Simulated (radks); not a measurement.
Results of a calculation; reference values are marked as such.
Question: Coulomb parameter of the 4f shell of the neodymium ion Nd2+ in the model configuration [Xe] 4f2.5 5d1.5, as a second difference U = [E(n + 0.5) + E(n - 0.5) - 2 E(n)] / (0.5)^2 with all orbitals relaxed. "Bare": the charge of the atom changes with n. "Screened": the 5d shell takes up the change at fixed total charge, which measures U(4f,4f) + U(5d,5d) - 2 U(4f,5d). Level of theory: scalar-relativistic Kohn-Sham, r2SCAN, spin-unpolarised, spherical densities, finite nucleus; meta-GGA in the generalised Kohn-Sham scheme; Fermi nuclear charge, rms radius 4.9123 fm (a radial shooting solver on a logarithmic mesh with Libxc functionals). Estimate both.

Answer: U(bare) = 16.646 eV, U(screened by 5d) = 4.885 eV, against the Slater integral F0(4f,4f) = 26.501 eV with frozen orbitals.
